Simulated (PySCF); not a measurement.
CH₉GePSi.
SMILES with atom numbers: `[SiH3:1][CH2:2][GeH2:3][PH2:4]` (hydrogens: H5, H6, H7 on Si1; H8, H9 on C2; H10, H11 on Ge3; H12, H13 on P4)

The calculation used PBE0-D3(BJ)/def2-SVP geometry optimisation, gas phase (PySCF 2.14.0).

Task: What internal coordinates does the optimisation give?

Result: 
```
                  bond  length (bohr)   order
                Si1–C2          3.552  single
                C2–Ge3          3.709  single
                Ge3–P4          4.396  single
Si1–H5, Si1–H6, Si1–H7          2.826  single
          C2–H8, C2–H9          2.084  single
      Ge3–H10, Ge3–H11          2.915  single
        P4–H12, P4–H13          2.701  single
```

Bonds in one row agree within 0.02 bohr and their mean is given. Orders are formal, as drawn. A selection of angles:
```
      angle  degrees
  C2–Si1–H5    110.5
  C2–Si1–H7    110.2
  H5–Si1–H6    108.1
  H6–Si1–H7    108.6
 Si1–C2–Ge3    115.1
  Si1–C2–H8    109.2
  Ge3–C2–H8    107.8
   H8–C2–H9    107.1
  C2–Ge3–P4    113.5
 C2–Ge3–H10    109.9
 P4–Ge3–H10    107.4
H10–Ge3–H11    108.7
 Ge3–P4–H12     93.6
 H12–P4–H13     93.3
```

Dihedral angles: Si1–C2–Ge3–P4 64° (synclinal). The mirror-image conformer, all signs reversed, is as good.

Of the pairs four or more bonds apart, Si1···H13 is among the closest relative to their van der Waals radii: 3.45 Å, 104 % of the sum of Bondi's values. P4 (three-coordinate phosphorus) is pyramidal (angles 93.9°, 93.6° and 93.3°, sum 280.7°, 0.87 Å off the plane of its three neighbours). Si1 (SiH3 silicon) is tetrahedral (angles from 108.1° to 111.1°). Ge3 (germanium bonded to C, P and 2 H) is distorted tetrahedral (angles from 107.4° to 113.5°).

Point group: C1 (no symmetry element, even within 0.4 Å). Whether it is a minimum is left open (no frequencies). The numbers are those of one conformer (Si1–C2–Ge3–P4 64°, C2–Ge3–P4–H 44° and -49°).
